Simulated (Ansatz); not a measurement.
`[NH2][Zr]([F])([F])[F]` and `[OH][Zr]([F])([F])[F]` differ in one atom or group.

Ansatz, PBE0-D4/def2-TZVP geometries, multiplicity 1. Each molecule was computed in one conformer, which needn't be the lowest.

Elements past krypton have def2 core potentials.

```csv
property,`[NH2][Zr]([F])([F])[F]`
size of the dipole moment (B3LYP/def2-TZVPP) / D,2.50
LUMO energy (PBE/def2-TZVPP) / eV,-1.94
LUMO energy (ωB97M-V/def2-TZVPP) / eV,0.40
HOMO energy (B3LYP/def2-TZVPP) / eV,-7.94
HOMO–LUMO gap (PBE0/def2-TZVPP) / eV,7.17
size of the dipole moment (PBE/def2-TZVPP) / D,2.43
```

**Question.** Give the same properties after the change, and the shifts. (Estimate.)

**Answer.** Ansatz gave: 
```csv
property,`[OH][Zr]([F])([F])[F]`,shift
size of the dipole moment (B3LYP/def2-TZVPP) / D,2.66,0.16
LUMO energy (PBE/def2-TZVPP) / eV,-1.51,0.43
LUMO energy (ωB97M-V/def2-TZVPP) / eV,0.35,-0.05
HOMO energy (B3LYP/def2-TZVPP) / eV,-9.98,-2.04
HOMO–LUMO gap (PBE0/def2-TZVPP) / eV,9.66,2.49
size of the dipole moment (PBE/def2-TZVPP) / D,2.58,0.15
```

With PBE0 the HOMO falls by 2.08 eV and the LUMO rises by 0.43 eV, so the gap widens by about 2.51 eV. PBE moves the HOMO by -1.77 eV and ωB97M-V by -2.20 eV. Dipoles are sizes alone; their direction can turn.

B3LYP here is the variant with VWN-RPA as its local correlation; programs differ in this.
